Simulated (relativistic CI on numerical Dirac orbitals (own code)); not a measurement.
d1 to d9 in one octahedral field

Computed with a parametric ligand-field model without spin-orbit coupling, by exact diagonalisation: B = 740, C = 3130, 10Dq = 11700 cm⁻¹ (Oh; |10Dq|/B = 15.8) for every shell. Energies in cm⁻¹; the field energy is (0.6 n_e − 0.4 n_t2) × 10Dq of the ground term; g labels are left out.

```csv
Shell,Ground term,Electrons in e,Field energy,First spin-allowed bands,Lowest term of other spin
d1,2T2,0.000,-4680,2E 11700,
d2,3T1,0.050,-8776,"3T2 10497, 3T1 20395",1T2 11147
d3,4A2,0.000,-14040,"4T2 11700, 4T1 17995",2E 14584
d4,5E,1.000,-7020,5T2 11700,3T1 6756
d5,6A1,2.000,0,none,4T1 13732
d6,?,?,?,?,?
d7,4T1,2.050,-8776,"4T2 10497, 4T1 20395",2E 3216
d8,3A2,2.000,-14040,"3T2 11700, 3T1 17995",1E 11911
d9,2E,3.000,-7020,2T2 11700,
```

Question: Fill in the row of d6.

Answer: Ground term: 5T2; Electrons in e: 2.000; Field energy: -4680; First spin-allowed bands: 5E 11700; Lowest term of other spin: 1A1 2950. Every shell keeps the spin of the free ion. Only d4 to d7 can choose; the field needed to pair spins is smallest for d6 and largest for d5, which loses most exchange energy. In the strong-field picture 10Dq must exceed about 6B + 5C = 20090 (d4), 7.5B + 5C = 21200 (d5), 2.5B + 4C = 14370 (d6) and 4B + 4C = 15480 (d7); mixing of terms shifts these bounds somewhat. High-spin d^(n+5) repeats the spin-allowed bands of d^n, since the half-filled shell is spherical.
